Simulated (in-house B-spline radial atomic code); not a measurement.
The numbers below are computed, except where a source is named.
# Making a Troullier-Martins s channel for Nb, r_c = 1.05 bohr

Nb, [Kr] 4d4 5s1, non-relativistic PBE, spherical and spin-unpolarised, from an all-electron radial atomic-structure program (B-spline basis) (atomic units). The all-electron 4s level is ε = -2.034999 hartree, its outermost node lies just inside 0.55 bohr and its outer maximum at 1.05 bohr.

Inside r_c the pseudo-orbital is u(r) = r^1 exp(p(r)), with p = c0 + c2 r² + c4 r⁴ + … + c12 r¹². The seven coefficients follow from p and its first four derivatives at r_c, from zero curvature of the screened potential at the origin, c4 = −c2²/(2l + 5), and from the norm inside r_c. At r_c the all-electron orbital has P = 1.065665, P' = 0.03743622, the screened potential V = -4.635605, V' = 9.646372, V'' = -25.18964, and the norm inside is Q = 0.3835497.

Problem. What are p, p' and p'' at r_c?

Solution. p = ln(P/r_c^1) = ln(1.065665/1.05) = 0.01481. p' = P'/P − 1/r_c = 0.03513 − 0.95238 = -0.91725. The radial equation gives p'' = 2(V − ε) − 2(1) p'/r_c − p'² = -5.20121 − (-1.74715) − 0.84135 = -4.29542. Differentiating, p''' = 2V' + 2(1)p'/r_c² − 2(1)p''/r_c − 2p'p'' = 17.931, and p'''' = 2V'' − 4(1)p'/r_c³ + 4(1)p''/r_c² − 2(1)p'''/r_c − 2p''² − 2p'p''' = -100.96.

For a trial c2 the five matching conditions are linear in c0, c6, c8, c10 and c12, and c2 is varied until the norm inside r_c equals Q. The root nearest zero gives:

```tsv
n	c_n
0	-0.7347176
2	2.084193
4	-0.8687724
6	-1.121295
8	0.7071629
10	0.08098723
12	-0.09264492
```

Problem. Check c4 and p(r_c), and find the screened pseudopotential at the origin.

Solution. −c2²/5 = -0.868772, as listed. The terms c_n r_c^n are -0.73472, 2.29782, -1.05600, -1.50264, 1.04480, 0.13192, -0.16638, which sum to 0.01481. Inverting the radial equation, V_l(r) = ε + 1 p'/r + (p'' + p'²)/2, so V_l(0) = ε + (2l + 3) c2 = -2.034999 + 3 × (2.08419) = 4.2176 hartree, finite where the all-electron potential diverges.

Orbitals and screened potentials:

```tsv
r (bohr)	P	u	V all-electron	V pseudo
0.105	0.3633	0.05153	-260.3	4.213
0.262	-0.4051	0.1444	-66.58	4.041
0.42	-0.4561	0.2817	-29.04	3.101
0.578	0.1335	0.4885	-15.79	0.6832
0.735	0.6747	0.7518	-9.708	-2.874
0.892	0.9768	0.9804	-6.531	-5.297
1.05	1.066	1.066	-4.636	-4.636
```

Logarithmic derivatives P'/P at R = 1.35 bohr, for energies E around ε:

```tsv
E − ε (hartree)	all-electron	pseudo
-0.5	-0.224856	-0.227114
-0.25	-0.56107	-0.561842
-0.1	-0.786611	-0.786851
0	-0.948732	-0.948858
0.1	-1.12153	-1.12181
0.25	-1.40362	-1.40483
0.5	-1.94881	-1.95452
```

Problem. With P(R) = 0.9080831 and a norm of 0.6896285 inside R, what slope in energy does norm conservation fix?

Solution. d(P'/P)/dE = −2 × (norm inside R)/P(R)² = -1.6726 per hartree·bohr at E = ε, for both atoms, since orbital and norm agree at R. Differences over ±0.1 hartree give -1.6746 (all-electron) and -1.6748 (pseudo), which also hold third-order terms. Half a hartree below ε the two curves differ by -0.0023.
